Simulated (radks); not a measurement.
The numbers below are computed, except where a source is named.
Fractional charge and spin in the 5p shell of barium: the spin-up occupation runs from 2 to 3 and the spin-down occupation from 2 to 3; the fullest corner is Ba, [Kr] 4d10 5s2 6s2 5p(up 3, down 3). Code: a radial shooting solver on a logarithmic mesh with Libxc functionals. Model: scalar-relativistic Kohn-Sham, PBEsol, spin-polarised, spherical densities, finite nucleus; Fermi nuclear charge, rms radius of each element as measured or else 0.836 A^(1/3) + 0.57 fm. Energy (eV) minus the two flat planes that join the four corners (they meet along the diagonal where the two added fractions sum to one electron); zero is where a piecewise linear energy would lie.

down \ up       2     2.5       3
2           0.000  -1.250   0.000
2.5        -1.250   0.198  -1.117
3           0.000  -1.117   0.000

Corners above the fullest one (they belong to Ba+ and the next ion): (up 3, down 2) 23.096 eV, (up 2, down 3) 23.096 eV, (up 2, down 2) 56.478 eV. With half an added electron in each spin the energy lies 0.198 eV from the planes, and with half an added electron in spin up alone -1.250 eV. The planes are only a guide here: the flat-plane condition holds for ground states with one frontier orbital, while this shell lies below other occupied shells, so the corners above the fullest one are inner-hole states and not the ground states of those ions.
